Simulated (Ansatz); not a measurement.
The cluster B4N3. The state is a doublet with charge 0. Geometry PBE-D4/def2-SVP; atoms count from 1.

```xyz
7

B    -0.071    0.442    1.235
B    -0.221    1.336    3.712
B     0.216   -1.332   -3.714
B     0.074   -0.444   -1.234
N     0.146   -0.891   -2.482
N     0.002   -0.002    0.001
N    -0.147    0.891    2.482
```

Another isomer (doublet) lies 1.25 eV lower at PBE0-D4/def2-TZVP; other spin states weren't run for this one.

(1) Estimate the Mulliken populations from the PBE0/def2-TZVP orbitals of Ansatz.

(2) Where does the spin sit?

(3) And the Mayer bond orders between bonded heavy atoms (over 0.3)?

Results:

(1) 
```json
{"atom": "B1", "charge (e)": "-0.26", "spin (α − β)": "0.01"}
{"atom": "B2", "charge (e)": "-0.12", "spin (α − β)": "0.49"}
{"atom": "B3", "charge (e)": "-0.12", "spin (α − β)": "0.49"}
{"atom": "B4", "charge (e)": "-0.26", "spin (α − β)": "0.01"}
{"atom": "N5", "charge (e)": "0.17", "spin (α − β)": "0.01"}
{"atom": "N6", "charge (e)": "0.42", "spin (α − β)": "-0.01"}
{"atom": "N7", "charge (e)": "0.17", "spin (α − β)": "0.01"}
```
Mulliken values and Mayer orders depend strongly on the basis.

(2) Summed by element: B 0.99, N 0.01, of 1 unpaired in all. Largest on single atoms: B2 0.49, B3 0.49, N5 0.01.

(3) B1–N6 1.78 (1.31 Å); B1–N7 1.61 (1.33 Å); B2–N7 1.95 (1.31 Å); B3–N5 1.95 (1.31 Å); B4–N5 1.61 (1.33 Å); B4–N6 1.78 (1.31 Å). Values over 0.3 also appear between atoms too far apart for a bond (B2–B3 0.42 at 7.90 Å); they arise where an orbital or an unpaired electron spreads over both atoms.
